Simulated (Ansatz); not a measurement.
## Nudged elastic band run: CH8N2OZr

Input file:

```yaml
crystal:
  periodic: [false, false, false]
  atoms:
    - { symbol: Zr, position_ang: [-0.122301, 0.444481, -0.090629] }
    - { symbol: C, position_ang: [1.061164, -1.443373, -0.465007] }
    - { symbol: O, position_ang: [0.46516, 1.717777, -1.422298] }
    - { symbol: H, position_ang: [0.857753, 2.23912, -2.133799] }
    - { symbol: "N", position_ang: [0.35173, 0.953969, 1.839489] }
    - { symbol: "N", position_ang: [-2.077146, -0.146438, -0.287403] }
    - { symbol: H, position_ang: [2.156089, -1.264168, -0.370043] }
    - { symbol: H, position_ang: [0.806238, -2.258341, 0.248987] }
    - { symbol: H, position_ang: [0.878301, -1.843626, -1.487895] }
    - { symbol: H, position_ang: [-0.059784, 0.542069, 2.687476] }
    - { symbol: H, position_ang: [1.010224, 1.680869, 2.145907] }
    - { symbol: H, position_ang: [-2.69285, 0.004388, -1.096153] }
    - { symbol: H, position_ang: [-2.634478, -0.626729, 0.431467] }
magnetization:
  spin_polarized: true
basis:
  gaussian: { orbitals: def2-SVP }
hamiltonian:
  xc: pbe
neb:
  order_check: false
  images: 7
  f_tol: 0.03
  max_iterations: 60
  final_atoms:
    - { symbol: Zr, position_ang: [-0.33906599, 0.66698496, 0.03157754] }
    - { symbol: C, position_ang: [1.41829153, -1.13238595, -0.97821278] }
    - { symbol: O, position_ang: [0.08616724, 2.04556157, -1.01009477] }
    - { symbol: H, position_ang: [1.25467611, -0.16232522, -1.5104332] }
    - { symbol: "N", position_ang: [0.25562643, 0.97896427, 1.99948414] }
    - { symbol: "N", position_ang: [-2.25779776, -0.0189279, -0.36962635] }
    - { symbol: H, position_ang: [2.4463266, -1.43595077, -1.24813986] }
    - { symbol: H, position_ang: [1.41865011, -1.04437049, 0.13472718] }
    - { symbol: H, position_ang: [0.70120143, -1.90239646, -1.31650033] }
    - { symbol: H, position_ang: [-0.04668436, 0.47203494, 2.84199638] }
    - { symbol: H, position_ang: [0.77456771, 1.8046858, 2.32595975] }
    - { symbol: H, position_ang: [-2.86380984, 0.35969144, -1.10921546] }
    - { symbol: H, position_ang: [-2.84804919, -0.63156819, 0.20857675] }
  initial_path:
    images:
      - { positions_ang: [[-0.122301, 0.444481, -0.090629], [1.061164, -1.443373, -0.465007], [0.46516, 1.717777, -1.422298], [0.857753, 2.23912, -2.133799], [0.35173, 0.953969, 1.839489], [-2.077146, -0.146438, -0.287403], [2.156089, -1.264168, -0.370043], [0.806238, -2.258341, 0.248987], [0.878301, -1.843626, -1.487895], [-0.059784, 0.542069, 2.687476], [1.010224, 1.680869, 2.145907], [-2.69285, 0.004388, -1.096153], [-2.634478, -0.626729, 0.431467]] }
      - { positions_ang: [[-0.18801437, 0.37308382, -0.01934946], [1.20540516, -1.37372855, -0.62587], [0.45026809, 1.583986, -1.3213284], [0.92503277, 1.7128251, -1.90330867], [0.26576516, 0.92557433, 1.90113498], [-2.15748616, -0.12334683, -0.23635012], [2.28271764, -1.20473181, -0.63565025], [1.01780251, -2.09781986, 0.16359506], [0.93876245, -1.83677316, -1.57000167], [-0.23554464, 0.72419718, 2.66869146], [0.95098831, 1.64254578, 2.1378446], [-2.71744735, 0.10198296, -1.05270296], [-2.73814957, -0.42779696, 0.49339442]] }
      - { positions_ang: [[-0.25372774, 0.30168664, 0.05193007], [1.34964632, -1.3040841, -0.78673299], [0.43537618, 1.45019499, -1.22035881], [0.99231255, 1.18653019, -1.67281833], [0.17980031, 0.89717967, 1.96278097], [-2.23782631, -0.10025567, -0.18529723], [2.40934627, -1.14529562, -0.9012575], [1.22936703, -1.93729872, 0.07820312], [0.99922391, -1.82992031, -1.65210835], [-0.41130528, 0.90632536, 2.64990692], [0.89175262, 1.60422256, 2.12978221], [-2.7420447, 0.19957792, -1.00925291], [-2.84182115, -0.22886491, 0.55532184]] }
      - { positions_ang: [[-0.31944111, 0.23028946, 0.12320961], [1.49388748, -1.23443965, -0.94759599], [0.42048427, 1.31640399, -1.11938921], [1.05959232, 0.66023529, -1.442328], [0.09383547, 0.868785, 2.02442695], [-2.31816647, -0.0771645, -0.13424435], [2.53597491, -1.08585942, -1.16686475], [1.44093154, -1.77677758, -0.00718881], [1.05968536, -1.82306747, -1.73421502], [-0.58706593, 1.08845354, 2.63112238], [0.83251693, 1.56589934, 2.12171981], [-2.76664205, 0.29717288, -0.96580287], [-2.94549272, -0.02993287, 0.61724926]] }
      - { positions_ang: [[-0.38515448, 0.15889227, 0.19448914], [1.63812864, -1.16479521, -1.10845898], [0.40559236, 1.18261298, -1.01841962], [1.1268721, 0.13394038, -1.21183766], [0.00787062, 0.84039034, 2.08607293], [-2.39850663, -0.05407333, -0.08319147], [2.66260354, -1.02642323, -1.43247201], [1.65249606, -1.61625644, -0.09258075], [1.12014682, -1.81621463, -1.81632169], [-0.76282657, 1.27058172, 2.61233784], [0.77328123, 1.52757612, 2.11365742], [-2.7912394, 0.39476785, -0.92235283], [-3.04916429, 0.16899917, 0.67917669]] }
      - { positions_ang: [[-0.37363236, 0.28591544, 0.15376124], [1.58316936, -1.15669289, -1.07589743], [0.32573608, 1.39835013, -1.0163384], [1.1588231, 0.05987398, -1.28648655], [0.06980957, 0.87503382, 2.06442573], [-2.36332941, -0.04528698, -0.15480019], [2.60853431, -1.12880512, -1.38638897], [1.59403457, -1.47328495, -0.03575377], [1.01541047, -1.83776009, -1.69136635], [-0.58379102, 1.07094503, 2.66975247], [0.77360285, 1.59685354, 2.166733], [-2.80938201, 0.38599874, -0.96906849], [-2.99888552, -0.03114267, 0.5615267]] }
      - { positions_ang: [[-0.36211023, 0.41293862, 0.11303334], [1.52821008, -1.14859058, -1.04333588], [0.2458798, 1.61408727, -1.01425719], [1.1907741, -0.01419242, -1.36113543], [0.13174853, 0.9096773, 2.04277853], [-2.32815219, -0.03650062, -0.22640891], [2.55446507, -1.231187, -1.34030593], [1.53557308, -1.33031347, 0.02107321], [0.91067412, -1.85930554, -1.56641101], [-0.40475547, 0.87130833, 2.72716711], [0.77392447, 1.66613096, 2.21980858], [-2.82752462, 0.37722964, -1.01578415], [-2.94860674, -0.23128451, 0.44387672]] }
      - { positions_ang: [[-0.35058811, 0.53996179, 0.07230544], [1.47325081, -1.14048826, -1.01077433], [0.16602352, 1.82982442, -1.01217598], [1.22272511, -0.08825882, -1.43578432], [0.19368748, 0.94432078, 2.02113134], [-2.29297498, -0.02771426, -0.29801763], [2.50039583, -1.33356888, -1.29422289], [1.4771116, -1.18734198, 0.07790019], [0.80593778, -1.880851, -1.44145567], [-0.22571991, 0.67167164, 2.78458174], [0.77424609, 1.73540838, 2.27288417], [-2.84566723, 0.36846054, -1.0624998], [-2.89832797, -0.43142635, 0.32622674]] }
      - { positions_ang: [[-0.33906599, 0.66698496, 0.03157754], [1.41829153, -1.13238595, -0.97821278], [0.08616724, 2.04556157, -1.01009477], [1.25467611, -0.16232522, -1.5104332], [0.25562643, 0.97896427, 1.99948414], [-2.25779776, -0.0189279, -0.36962635], [2.4463266, -1.43595077, -1.24813986], [1.41865011, -1.04437049, 0.13472718], [0.70120143, -1.90239646, -1.31650033], [-0.04668436, 0.47203494, 2.84199638], [0.77456771, 1.8046858, 2.32595975], [-2.86380984, 0.35969144, -1.10921546], [-2.84804919, -0.63156819, 0.20857675]] }
```

Launched with:

```bash
$ ansatz run input.yaml --threads 4 --pin off --max-ram 5120MiB --backend cpu --events-out ev --progress --plain --runs-dir out
```

Output, in part (warnings, iteration lines, the closing report on the highest movable image, with atoms numbered from 0):

```
NEB end point (image 0): max|allowed force component| = 2.001e-2 eV/Å (the criterion of neb.relax_end_points is 1.000e-2)
NEB end point (image 8): max|allowed force component| = 1.270e-2 eV/Å (the criterion of neb.relax_end_points is 1.000e-2)
NEB iter   1: max|band force component| = 1.717e1 eV/Å  barrier→ = 3.2048 eV  barrier← = 2.9194 eV  Δτ_max = 0.2000 Å  (305 SCF iters)
NEB iter   2: max|band force component| = 1.421e0 eV/Å  barrier→ = 1.5778 eV  barrier← = 1.2923 eV  Δτ_max = 0.2000 Å  (261 SCF iters)
NEB iter   3: max|band force component| = 1.639e0 eV/Å  barrier→ = 1.5169 eV  barrier← = 1.2314 eV  Δτ_max = 0.1021 Å  (250 SCF iters)
NEB iter   4: max|band force component| = 1.265e0 eV/Å  barrier→ = 1.3341 eV  barrier← = 1.0486 eV  Δτ_max = 0.1000 Å  (227 SCF iters)
NEB iter   5: max|band force component| = 1.295e0 eV/Å  barrier→ = 1.0292 eV  barrier← = 0.7437 eV  Δτ_max = 0.1000 Å  (229 SCF iters)
NEB iter   6: max|band force component| = 8.997e-1 eV/Å  barrier→ = 0.9017 eV  barrier← = 0.6163 eV  CI = image 4  Δτ_max = 0.2000 Å  (227 SCF iters)
NEB iter   7: max|band force component| = 5.203e-1 eV/Å  barrier→ = 1.1187 eV  barrier← = 0.8332 eV  CI = image 4  Δτ_max = 0.1972 Å  (230 SCF iters)
NEB iter   8: max|band force component| = 3.146e-1 eV/Å  barrier→ = 1.0959 eV  barrier← = 0.8104 eV  CI = image 4  Δτ_max = 0.1995 Å  (226 SCF iters)
NEB iter   9: max|band force component| = 3.599e-1 eV/Å  barrier→ = 1.0731 eV  barrier← = 0.7876 eV  CI = image 4  Δτ_max = 0.0765 Å  (223 SCF iters)
NEB iter  10: max|band force component| = 1.860e-1 eV/Å  barrier→ = 1.0638 eV  barrier← = 0.7783 eV  CI = image 4  Δτ_max = 0.0567 Å  (231 SCF iters)
NEB iter  11: max|band force component| = 6.653e-2 eV/Å  barrier→ = 1.0608 eV  barrier← = 0.7753 eV  CI = image 4  Δτ_max = 0.0334 Å  (230 SCF iters)
NEB iter  12: max|band force component| = 5.698e-2 eV/Å  barrier→ = 1.0593 eV  barrier← = 0.7738 eV  CI = image 4  Δτ_max = 0.0486 Å  (232 SCF iters)
NEB iter  13: max|band force component| = 4.131e-2 eV/Å  barrier→ = 1.0583 eV  barrier← = 0.7729 eV  CI = image 4  Δτ_max = 0.0585 Å  (234 SCF iters)
NEB iter  14: max|band force component| = 6.826e-2 eV/Å  barrier→ = 1.0572 eV  barrier← = 0.7718 eV  CI = image 4  Δτ_max = 0.0293 Å  (231 SCF iters)
NEB iter  15: max|band force component| = 6.392e-2 eV/Å  barrier→ = 1.0566 eV  barrier← = 0.7711 eV  CI = image 4  Δτ_max = 0.0293 Å  (234 SCF iters)
NEB iter  16: max|band force component| = 4.849e-2 eV/Å  barrier→ = 1.0559 eV  barrier← = 0.7705 eV  CI = image 4  Δτ_max = 0.0584 Å  (232 SCF iters)
NEB iter  17: max|band force component| = 2.125e-2 eV/Å  barrier→ = 1.0549 eV  barrier← = 0.7695 eV  CI = image 4  Δτ_max = 0.0548 Å  (230 SCF iters)
NEB iter  18: max|band force component| = 1.391e-1 eV/Å  barrier→ = 1.0542 eV  barrier← = 0.7687 eV  CI = image 4  Δτ_max = 0.1166 Å  (32 SCF iters)
NEB iter  19: max|band force component| = 6.006e-2 eV/Å  barrier→ = 1.0537 eV  barrier← = 0.7682 eV  CI = image 4  Δτ_max = 0.0953 Å  (224 SCF iters)
NEB iter  20: max|band force component| = 6.568e-2 eV/Å  barrier→ = 1.0535 eV  barrier← = 0.7681 eV  CI = image 4  Δτ_max = 0.0479 Å  (228 SCF iters)
NEB iter  21: max|band force component| = 6.475e-2 eV/Å  barrier→ = 1.0535 eV  barrier← = 0.7680 eV  CI = image 4  Δτ_max = 0.0478 Å  (227 SCF iters)
NEB iter  22: max|band force component| = 5.485e-2 eV/Å  barrier→ = 1.0532 eV  barrier← = 0.7678 eV  CI = image 4  Δτ_max = 0.0477 Å  (231 SCF iters)
NEB iter  23: max|band force component| = 3.392e-2 eV/Å  barrier→ = 1.0532 eV  barrier← = 0.7678 eV  CI = image 4  Δτ_max = 0.0202 Å  (226 SCF iters)
NEB iter  24: max|band force component| = 1.450e-2 eV/Å  barrier→ = 1.0532 eV  barrier← = 0.7678 eV  CI = image 4  Δτ_max = 0.0000 Å  (467 SCF iters)
Total energy: -7465.90486226 eV, -274.3669431159 hartree
Atom 0 at    -0.288443     0.526194     0.074329 Å, force    -0.000146     0.000629     0.000287 eV/Å
Atom 1 at     1.280269    -1.096384    -0.836998 Å, force    -0.000168     0.000381    -0.000254 eV/Å
Atom 2 at     0.630554     1.478527    -1.236839 Å, force    -0.000061     0.000065    -0.000522 eV/Å
Atom 3 at     1.122232     0.300913    -1.248693 Å, force     0.000704    -0.000028     0.000798 eV/Å
Atom 4 at     0.166314     0.994737     2.030867 Å, force     0.000328    -0.000221    -0.001285 eV/Å
Atom 5 at    -2.237711     0.014497    -0.364889 Å, force    -0.000416    -0.000593    -0.000484 eV/Å
Atom 6 at     2.069829    -1.086281    -1.618728 Å, force    -0.000433    -0.000189    -0.000254 eV/Å
Atom 7 at     1.792069    -1.402391     0.100830 Å, force    -0.000120     0.000327     0.000028 eV/Å
Atom 8 at     0.570617    -1.897061    -1.137226 Å, force     0.000089    -0.000502     0.000128 eV/Å
Atom 9 at    -0.340922     0.696376     2.874317 Å, force    -0.000836    -0.000548     0.000966 eV/Å
Atom 10 at     0.893207     1.653451     2.338601 Å, force     0.000569     0.000423     0.000188 eV/Å
Atom 11 at    -2.717030     0.180751    -1.259122 Å, force     0.000240     0.000034     0.000647 eV/Å
Atom 12 at    -2.940886    -0.363331     0.283649 Å, force     0.000251     0.000223    -0.000244 eV/Å
Dipole moment:    -0.340672    -0.395179     0.503786 e Å
```

The run converged. The band force fell under the threshold earlier too, but the program's further tests of the path sent the band on. A vibrational analysis at the climbing image gives one clearly imaginary mode, 1264i cm⁻¹: a first-order saddle point. The orbitals were unrestricted but ended closed-shell.

Final band (atoms are numbered from 1 in the order of the input):

```tsv
image	path coordinate (Å)	energy (kJ/mol)	O3–H4 (Å)	Zr1–H4 (Å)	C2–H4 (Å)
0	0.00	0.0	0.97	2.89	4.05
1	0.95	3.2	0.97	2.87	3.91
2	1.91	9.7	0.97	2.72	3.42
3	2.86	34.0	0.99	2.30	2.42
4	3.82	101.6	1.28	1.95	1.47
5	4.33	49.7	1.84	2.06	1.16
6	4.85	30.9	2.25	2.24	1.12
7	5.37	27.6	2.54	2.39	1.12
8	5.89	27.5	2.55	2.37	1.12
```

Time of the run: 12 min on 4 threads of Arm Neoverse N1 (shared host), peak memory 0.24 GiB.
